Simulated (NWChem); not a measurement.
System: C2H6N, doublet; SMILES C[CH]N

```xyz
9

C      0.1914     1.2521    -0.0154
C     -0.5233    -0.0529     0.1236
N      0.2184    -1.2264    -0.1077
H     -0.4574     2.0817     0.2856
H      1.0890     1.2903     0.6208
H      0.5293     1.4547    -1.0485
H     -1.5613    -0.1174    -0.1968
H      1.1336    -1.2205     0.3358
H     -0.2748    -2.0775     0.1436
```
Atoms are numbered in this order, from 1.

Level: B3LYP/6-31G* (spherical d), spin-unrestricted (NWChem), optimised geometry, unscaled harmonic frequencies. 

### Question
List the harmonic frequencies with IR intensities, and the thermochemistry.

### Answer
```tsv
frequency (cm⁻¹)	IR intensity (km/mol)
189	1.0
329	35.0
392	8.4
623	64.6
775	203.6
935	4.4
1007	0.7
1046	2.9
1211	4.8
1295	15.2
1424	6.6
1466	16.4
1503	6.9
1525	1.9
1683	42.9
2956	64.2
3028	42.7
3109	22.3
3171	37.8
3489	0.7
3594	1.5
```

| Quantity | Result |
|---|---|
| zero-point energy | 49.7 kcal/mol |
| thermal correction to the enthalpy at 298.15 K (with zero-point energy) | 53.1 kcal/mol |
| heat capacity Cv | 14.5 cal/(mol K) |
| entropy at 298.15 K and 1 atm (symmetry number 1, electronic part: spin degeneracy alone) | 66.4 cal/(mol K) |
| dipole moment | 1.08 D |

Rigid rotor and harmonic oscillator.
